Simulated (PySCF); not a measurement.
Isomers of CH6OSi2. Gas-phase values, no solvent. One relaxed conformer stands for each flexible species; it need not be the lowest. Strings in code marks are SMILES.

The LUMO from two functionals at the same geometries (B3LYP-D3(BJ)/def2-TZVP), both in PySCF: PBE-D3(BJ)/def2-TZVP and TPSSh-D3(BJ)/def2-TZVP. 

```json
[
 {"species": "`O=C[SiH2][SiH3]` (O–C–Si–Si torsion 94°)", "PBE-D3(BJ)/def2-TZVP (eV)": "-2.86"},
 {"species": "`C=[SiH][SiH2]O` (C–Si–Si–O torsion -11°, Si–Si–O–H torsion -47°)", "PBE-D3(BJ)/def2-TZVP (eV)": "-2.40"},
 {"species": "`O=C([SiH3])[SiH3]`", "PBE-D3(BJ)/def2-TZVP (eV)": "-3.09"},
 {"species": "`[SiH3][Si@@H]1CO1`", "PBE-D3(BJ)/def2-TZVP (eV)": "-1.78"}
]
```

**Question.** What does TPSSh-D3(BJ)/def2-TZVP give for each?

**Answer.** 
- `O=C[SiH2][SiH3]` (O–C–Si–Si torsion 94°): -2.24
- `C=[SiH][SiH2]O` (C–Si–Si–O torsion -11°, Si–Si–O–H torsion -47°): -1.96
- `O=C([SiH3])[SiH3]`: -2.46
- `[SiH3][Si@@H]1CO1`: -1.31
Over these rows, drawn at random from the members with no instability flagged (it was tested for open shells, ions and some series alone), PBE minus TPSSh-D3(BJ): mean -0.54 eV, from -0.63 eV to -0.44 eV.
